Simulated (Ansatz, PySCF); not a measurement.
This singlet lies 1.15 eV below the relaxed triplet at the level frozen-core CCSD(T)/cc-pVTZ // B3LYP-D3(BJ)/def2-TZVP (Ansatz, a quantum-chemistry and plane-wave program).

B3LYP has the VWN-RPA correlation part, as in Gaussian. 

Z-matrix (Å, degrees):
```
C
H 1 1.0911
H 1 1.1001 2 112.30
H 1 1.1001 2 112.29 3 116.30
N 1 1.4185 2 115.31 4 121.86
S 5 1.5270 1 127.88 2 -0.04
H 6 1.3826 5 104.85 1 0.09
```
Charge +1, spin multiplicity 1.

Q: Estimate the LUMO, HOMO–LUMO gap and total energy that B3LYP-D3(BJ)/def2-TZVP in PySCF returns for this input.

A: 
| Quantity | Result |
|---|---|
| LUMO | -10.49 eV |
| HOMO–LUMO gap | 4.43 eV |
| total energy | -493.1734 Ha |
